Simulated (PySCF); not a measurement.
# Excitation energy of Ta⁺ by level of theory

Ta⁺ [Xe] 4f14 5d3 6s1 (5F) → Ta⁺ [Xe] 4f14 5d2 6s2 (3F), as a difference of total energies. All numbers are calculated (PySCF 2.14, scalar relativity by spin-free X2C-1e, in x2c-TZVPPall with one added diffuse shell each of s, p, d, f type (12s8p8d4f1g, 113 functions)). Correlated levels: valence: [Xe] 4f14 frozen. The calculations carry no spin-orbit coupling.

Question: Order these methods by the excitation energy they give, lowest first.
A. PBE
B. PBE0
C. LDA
D. MP2 (valence)

Answer: C (5910.6 cm⁻¹), D (6612.3 cm⁻¹), A (7178.0 cm⁻¹), B (8316.5 cm⁻¹).

Errors of the correlated levels include the incompleteness of this basis and the frozen core.

For comparison: 3455.5 cm⁻¹ (measured; NIST levels, between the centres of gravity of the two terms).
